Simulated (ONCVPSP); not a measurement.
# Sb: one change to an ONCV potential, before and after

ONCVPSP 4.0.1 input, shortened (lines: element, Z, core and valence counts, functional; n l f; lmax; l rc ep ncon nbas qcut; lloc lpopt rc5 dvloc0; l nproj debl; icmod fcfact rcfact), PBE, scalar-relativistic:

```
  Sb 51.00    9    2        4      upf
    1    0    2.00
    2    0    2.00
    2    1    6.00
    3    0    2.00
    3    1    6.00
    3    2   10.00
    4    0    2.00
    4    1    6.00
    4    2   10.00
    5    0    2.00
    5    1    2.00
    2
    0    2.05    0.00    3    6    2.50
    1    1.90    0.00    5    9    5.20
    2    2.25    0.29    4    7    4.80
    4    5    1.50    0.00
    0    1    1.20
    1    2    1.40
    2    2    2.10
    0    0.00    0.00
```

All-electron outer shells of the reference configuration (PBE, scalar-relativistic, ld1.x):

```csv
shell,level (eV),outermost node (bohr),outermost maximum (bohr)
4p,-110.31,0.39,0.76
4d,-42.01,0.38,0.84
5s,-20.64,0.95,1.88
5p,-11.99,1.04,2.24
```

Change: local potential polynomial inside 1.50 bohr (lpopt 5, dvloc0 7 Ha).

Cutoffs: the cutoffs (Ha) at which the residual kinetic energy of the hardest occupied pseudo-wave falls to 1 and 0.1 mHa per electron; they do not see the model core or the augmentation charge, which bear on the density cutoff. Errors are all-electron minus pseudo energies relative to the spin-unpolarised reference configuration.

Question: Predict the effect on cutoff, ghosts and configuration errors.

Answer: The potential gets neither clearly harder nor softer (20 Ha and 64 Ha → 20 Ha and 64 Ha); the bound ghosts move from p, s to p; the lowest positive-energy flag moves from none to d at 2.4 eV; of the 4 tests that both files solve, the error grows in 2 and shrinks in 1 by more than 15 % and 0.3 meV (median size 8.7 → 7.1 meV); the range in which the s phases agree narrows (upper end 1.7 → 0.2). In the separable form a ghost depends on how the local part lies against the semilocal potential of the channel, so the choice of the local part can create or remove one.

```csv
quantity,base,changed
"cutoff, loose",20 Ha,20 Ha
"cutoff, tight",64 Ha,64 Ha
bound ghosts,"s, p",p
GHOST(+) flags under 300 eV,none,d at 2.4 eV
"error for 5s2 5p3, meV [ΔE -8.32 eV]",-0.1,+1.8
"error for 5s2 5p1, meV [ΔE 15.97 eV]",-6.1,+0.2
"error for 5s2 5p0, meV [ΔE 40.38 eV]",+13,+53
"error for 5s1 5p4, meV [ΔE -0.21 eV]",+11,+12
s: phases at 2.08 bohr within 0.05 rad from the reference energy up to (Ha; the scan ends near 5),1.7,0.2
p: phases at 1.93 bohr within 0.05 rad from the reference energy up to (Ha; the scan ends near 5),to the end of the scan,to the end of the scan
d: phases at 2.28 bohr within 0.05 rad from the reference energy up to (Ha; the scan ends near 5),4.0,4.0
```

 A true bound ghost makes a file unfit for plane-wave use even where its test errors are small: the radial tests pick states by their node count and pass the ghost by.
